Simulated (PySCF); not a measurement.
Compound: CHClF4Si.
Numbering: `[F:1][C@H:2]([Cl:3])[Si:4]([F:5])([F:6])[F:7]` (hydrogens: H8 on C2)

Theory: PBE0-D3(BJ)/def2-SVP geometry optimisation, gas phase in PySCF 2.14.0.

Task: List the bond lengths, angles and torsions at this level.

Result: 
```json
{"bond": "F1–C2", "length (Å)": "1.356"}
{"bond": "C2–Cl3", "length (Å)": "1.782"}
{"bond": "C2–Si4", "length (Å)": "1.881"}
{"bond": "Si4–F5, Si4–F6, Si4–F7", "length (Å)": "1.596"}
{"bond": "C2–H8", "length (Å)": "1.102"}
```

Bonds in one row agree within 0.01 Å and their mean is given. A selection of angles:
```json
{"angle": "F1–C2–Cl3", "degrees": "110.6"}
{"angle": "F1–C2–Si4", "degrees": "110.2"}
{"angle": "F1–C2–H8", "degrees": "109.0"}
{"angle": "Cl3–C2–Si4", "degrees": "108.0"}
{"angle": "Cl3–C2–H8", "degrees": "106.5"}
{"angle": "Si4–C2–H8", "degrees": "112.6"}
{"angle": "C2–Si4–F5", "degrees": "109.8"}
{"angle": "C2–Si4–F6", "degrees": "111.4"}
{"angle": "F5–Si4–F6", "degrees": "109.3"}
{"angle": "F5–Si4–F7", "degrees": "108.0"}
```

Torsions: F1–C2–Si4–F5 -178° (antiperiplanar).

Si4 (fluorine-bound silicon) is tetrahedral (angles from 108.0° to 111.4°).

Point group: C1 (no symmetry element, even within 0.4 Å). Not checked by PBE0-D3(BJ)/def2-SVP frequencies.
